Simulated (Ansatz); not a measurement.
```yaml
crystal:
  periodic: [false, false, false]
  atoms:
    - {symbol: S, position_ang: [-2.649798, 0.571281, -0.093789]}
    - {symbol: Si, position_ang: [-0.806615, -0.099867, 0.701095]}
    - {symbol: N, position_ang: [0.237073, -0.989960, -0.345847]}
    - {symbol: Si, position_ang: [1.456276, 0.220680, -0.153339]}
    - {symbol: O, position_ang: [0.399136, 1.046828, 0.843472]}
    - {symbol: H, position_ang: [-2.102763, 1.015529, -1.239007]}
    - {symbol: H, position_ang: [-1.185687, -0.713030, 1.992579]}
    - {symbol: H, position_ang: [0.135597, -1.832772, -0.878669]}
    - {symbol: H, position_ang: [1.822973, 0.980808, -1.374817]}
    - {symbol: H, position_ang: [2.693797, -0.199497, 0.548332]}
basis:
  gaussian: {orbitals: STO-3G}
hamiltonian: {xc: {name: LC-wPBE}, pseudopotentials: {relativity: scalar}}
```

```sh
$ ansatz run in.yaml --threads 4 --pin off --events-out ev --progress --plain --max-ram 10444MiB
```

It prints (some lines left out):

```
Functional definition: LC-wPBE
502 factors; integrals over basis functions are off by at most 4.1e-5 eV
224 factors; integrals over basis functions are off by at most 1.8e-6 eV
mean field evaluation 1: about -29893.3552 eV, gradient 3.4e1 eV
mean field evaluation 2: about -29896.4199 eV, gradient 2.0e1 eV
mean field evaluation 4: about -29897.5278 eV, gradient 7.5e-1 eV
mean field evaluation 8: about -29897.4734 eV, gradient 9.6e-3 eV
mean field -29897.47338942 eV, -1098.7118818257 hartree, gradient 6.9e-5 eV, S^2 0.000000; 0 other end points of the search recorded, 0 dependent functions left out
reference -29897.47338942 eV, -1098.7118818259 hartree; 32, 32 occupied and 10, 10 virtual orbitals, 502 factors
Total energy: -29897.47338942 eV, -1098.7118818259 hartree
Relativity: scalar
```

It took 0.35 s on 4 threads of an Intel Xeon 6975P-C on a shared host, with 0.46 GiB of host memory at the peak.
